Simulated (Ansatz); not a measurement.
`BCBO` + `CN1B[SiH]1C` → `BCB(C)O` + `CN1B[SiH2]1`  (redistribution)

Gas-phase electronic energies from Ansatz, PBE0-D4/def2-TZVP geometries. CCSD(T)/CBS adds triple-zeta CCSD(T) − MP2 to the extrapolated MP2 energy (def2 sets, frozen cores). Functionals use def2-TZVPP. Each species was taken in one conformer, which may not be the lowest.

```tsv
level	ΔE (eV)
r2SCAN	-0.10
HF/def2-TZVPP	-0.07
CCSD/def2-TZVPP	-0.09
SCS-MP2/def2-QZVPP	-0.06
```

Task: What does CCSD(T)/CBS give? (Best estimate.)

Result: Computed: -0.08 eV. The listed levels differ from it by -0.02, 0.01, -0.01, 0.02 eV.

Largest T1 diagnostic among the species: 0.014.
